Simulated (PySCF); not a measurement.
**A PySCF run on KP⁻**

State: ⁴Σ⁻ (quartet), unpaired electrons σ ↑, π ↑↑.

An equivalent input (the run itself took its basis sets from the Basis Set Exchange, started from a PBE0 density and held the occupation σ 11α 10β, πx 4α 3β, πy 4α 3β):

```python
from pyscf import gto, dft
mol = gto.M(atom='K 0 0 0; P 0 0 3.19', basis={'K': 'aug-pcseg-1', 'P': 'aug-pcseg-1'},
            charge=-1, spin=3, verbose=4, symmetry='C2v')
mf = dft.UKS(mol, xc='PBE0')
mf.grids.atom_grid = (80, 434)
mf.grids.prune = dft.gen_grid.treutler_prune
mf.irrep_nelec = {'A1': (11, 10), 'B1': (4, 3), 'B2': (4, 3)}
mf.conv_tol = 1e-9
mf.max_cycle = 60
mf.diis_space = 10
mf.kernel()
```

The log (some set-up lines and the per-cycle HOMO/LUMO lines removed):

```
******** <class 'pyscf.dft.uks_symm.SymAdaptedUKS'> ********
method = SymAdaptedUKS
damping factor = 0
level_shift factor = 0
DIIS = <class 'pyscf.scf.diis.CDIIS'>
diis_start_cycle = 1
diis_space = 10
diis_damp = 0
SCF conv_tol = 1e-09
SCF conv_tol_grad = None
SCF max_cycles = 60
number electrons alpha = 19  beta = 16
Set gradient conv threshold to 3.16228e-05
init E= -940.860880195719
cycle= 1 E= -940.85889668514  delta_E= 0.00198  |g|= 0.00409  |ddm|= 0.0528
cycle= 2 E= -940.858906118355  delta_E= -9.43e-06  |g|= 0.00362  |ddm|= 0.0259
cycle= 3 E= -940.858919844688  delta_E= -1.37e-05  |g|= 0.000336  |ddm|= 0.00902
cycle= 4 E= -940.858920176274  delta_E= -3.32e-07  |g|= 0.000112  |ddm|= 0.00335
cycle= 5 E= -940.858920268365  delta_E= -9.21e-08  |g|= 4.66e-05  |ddm|= 0.00288
cycle= 6 E= -940.858920278394  delta_E= -1e-08  |g|= 1.38e-05  |ddm|= 0.000956
cycle= 7 E= -940.858920279241  delta_E= -8.47e-10  |g|= 5.26e-06  |ddm|= 0.000338
Extra cycle  E= -940.85892027928  delta_E= -3.87e-11  |g|= 3.9e-06  |ddm|= 5.01e-05
converged SCF energy = -940.85892027928  <S^2> = 3.7564855  2S+1 = 4.0032414
```

Repeating this along the bond gives Re = 3.181 Å and ωe = 168 cm⁻¹.

A point of this curve took 1.4 CPU seconds beside 0.2 for the integrals (shared host).

The highest Kohn–Sham level is positive in this anion. Much of that is self-interaction error, but it also means that the finite basis helps to hold the extra electron. The state is the lowest determinant that a PBE0 search found; another state may lie lower at other levels.
